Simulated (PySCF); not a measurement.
A run for PySCF: R-MP2/6-31G* on CN-, 2S+1 = 1, a spin state set in the input, which need not be the lowest, a point of a bond scan (R = 1.281 Å). Charge -1.

```python
from pyscf import gto, scf, dft, mp
from pyscf.data.elements import chemcore

mol = gto.M(
    atom='''
    C     0.00000000    0.00000000    0.00000000
    N     0.00000000    0.00000000    1.28111700
    ''',
    basis='6-31g*',
    cart=True,
    charge=-1, spin=0, verbose=3, max_memory=1800)
mf = scf.RHF(mol)
mf.conv_tol = 1e-8
mf.max_cycle = 100
mf.kernel()
if not mf.converged:
    mf = mf.newton().run(mf.mo_coeff, mf.mo_occ)
pt = mp.MP2(mf, frozen=chemcore(mol)).run()
```

Output:

```
converged SCF energy = -92.2579877552126
E(RMP2) = -92.5538449758257  E_corr = -0.295857220613131
E(SCS-RMP2) = -92.5446295723597  E_corr = -0.286641817147099
```

Self-consistency was reached.

Cost: about 0.3 core-seconds (a rough figure).
